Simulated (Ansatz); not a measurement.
Pd₄S₃. Total charge 0; singlet. Geometry r2SCAN-D4/def2-SVP.

| atom | x (Å) | y (Å) | z (Å) |
| --- | --- | --- | --- |
| Pd1 | 0.918 | -0.164 | 1.117 |
| Pd2 | -0.124 | -0.435 | -1.502 |
| Pd3 | 0.591 | 2.033 | -0.403 |
| Pd4 | -0.654 | -2.249 | 0.429 |
| S5 | 2.051 | 0.288 | -0.860 |
| S6 | -1.421 | 0.998 | -0.315 |
| S7 | -1.361 | -0.471 | 1.533 |

In the def2 sets Pd takes a core potential; there is no spin–orbit coupling. HSE06 is defined as in plane-wave codes, on full-range PBE exchange. The restricted singlet is unstable towards broken spin symmetry in Hartree–Fock (as tested in another run); at PBE-D4/def2-SVP, PBE-D4/def2-TZVP, r2SCAN-D4/def2-TZVP, PBE0-D4/def2-TZVP and others this wasn't settled. No other spin state of charge 0 was run. Another isomer (singlet) lies 1.10 eV lower at PBE0-D4/def2-TZVP; other spin states weren't run for this one.

Q: Estimate the orbital energies around the gap (eV) in Ansatz with PBE-D4/def2-SVP, PBE-D4/def2-TZVP, r2SCAN-D4/def2-TZVP, PBE0-D4/def2-TZVP, HSE06-D4/def2-TZVP.

A: 
```json
{"orbital": "HOMO−9", "PBE-D4/def2-SVP": "-6.48", "PBE-D4/def2-TZVP": "-6.38", "r2SCAN-D4/def2-TZVP": "-6.53", "PBE0-D4/def2-TZVP": "-7.70", "HSE06-D4/def2-TZVP": "-7.30"}
{"orbital": "HOMO−8", "PBE-D4/def2-SVP": "-6.30", "PBE-D4/def2-TZVP": "-6.21", "r2SCAN-D4/def2-TZVP": "-6.37", "PBE0-D4/def2-TZVP": "-7.58", "HSE06-D4/def2-TZVP": "-7.18"}
{"orbital": "HOMO−7", "PBE-D4/def2-SVP": "-6.17", "PBE-D4/def2-TZVP": "-6.07", "r2SCAN-D4/def2-TZVP": "-6.21", "PBE0-D4/def2-TZVP": "-7.43", "HSE06-D4/def2-TZVP": "-7.03"}
{"orbital": "HOMO−6", "PBE-D4/def2-SVP": "-6.07", "PBE-D4/def2-TZVP": "-5.99", "r2SCAN-D4/def2-TZVP": "-6.14", "PBE0-D4/def2-TZVP": "-7.32", "HSE06-D4/def2-TZVP": "-6.92"}
{"orbital": "HOMO−5", "PBE-D4/def2-SVP": "-5.85", "PBE-D4/def2-TZVP": "-5.75", "r2SCAN-D4/def2-TZVP": "-5.90", "PBE0-D4/def2-TZVP": "-7.05", "HSE06-D4/def2-TZVP": "-6.66"}
{"orbital": "HOMO−4", "PBE-D4/def2-SVP": "-5.66", "PBE-D4/def2-TZVP": "-5.56", "r2SCAN-D4/def2-TZVP": "-5.66", "PBE0-D4/def2-TZVP": "-6.74", "HSE06-D4/def2-TZVP": "-6.34"}
{"orbital": "HOMO−3", "PBE-D4/def2-SVP": "-5.50", "PBE-D4/def2-TZVP": "-5.41", "r2SCAN-D4/def2-TZVP": "-5.50", "PBE0-D4/def2-TZVP": "-6.44", "HSE06-D4/def2-TZVP": "-6.06"}
{"orbital": "HOMO−2", "PBE-D4/def2-SVP": "-5.38", "PBE-D4/def2-TZVP": "-5.29", "r2SCAN-D4/def2-TZVP": "-5.39", "PBE0-D4/def2-TZVP": "-6.20", "HSE06-D4/def2-TZVP": "-5.82"}
{"orbital": "HOMO−1", "PBE-D4/def2-SVP": "-5.21", "PBE-D4/def2-TZVP": "-5.12", "r2SCAN-D4/def2-TZVP": "-5.20", "PBE0-D4/def2-TZVP": "-6.09", "HSE06-D4/def2-TZVP": "-5.71"}
{"orbital": "HOMO", "PBE-D4/def2-SVP": "-4.86", "PBE-D4/def2-TZVP": "-4.78", "r2SCAN-D4/def2-TZVP": "-4.85", "PBE0-D4/def2-TZVP": "-5.69", "HSE06-D4/def2-TZVP": "-5.31"}
{"orbital": "LUMO", "PBE-D4/def2-SVP": "-4.49", "PBE-D4/def2-TZVP": "-4.39", "r2SCAN-D4/def2-TZVP": "-4.38", "PBE0-D4/def2-TZVP": "-3.82", "HSE06-D4/def2-TZVP": "-4.17"}
{"orbital": "LUMO+1", "PBE-D4/def2-SVP": "-4.17", "PBE-D4/def2-TZVP": "-4.08", "r2SCAN-D4/def2-TZVP": "-4.00", "PBE0-D4/def2-TZVP": "-3.36", "HSE06-D4/def2-TZVP": "-3.72"}
{"orbital": "LUMO+2", "PBE-D4/def2-SVP": "-3.61", "PBE-D4/def2-TZVP": "-3.46", "r2SCAN-D4/def2-TZVP": "-3.35", "PBE0-D4/def2-TZVP": "-2.68", "HSE06-D4/def2-TZVP": "-3.05"}
{"orbital": "LUMO+3", "PBE-D4/def2-SVP": "-3.35", "PBE-D4/def2-TZVP": "-3.33", "r2SCAN-D4/def2-TZVP": "-3.11", "PBE0-D4/def2-TZVP": "-2.45", "HSE06-D4/def2-TZVP": "-2.81"}
{"orbital": "LUMO+4", "PBE-D4/def2-SVP": "-2.22", "PBE-D4/def2-TZVP": "-2.20", "r2SCAN-D4/def2-TZVP": "-1.92", "PBE0-D4/def2-TZVP": "-1.29", "HSE06-D4/def2-TZVP": "-1.65"}
{"orbital": "LUMO+5", "PBE-D4/def2-SVP": "-1.70", "PBE-D4/def2-TZVP": "-1.70", "r2SCAN-D4/def2-TZVP": "-1.42", "PBE0-D4/def2-TZVP": "-0.83", "HSE06-D4/def2-TZVP": "-1.19"}
```
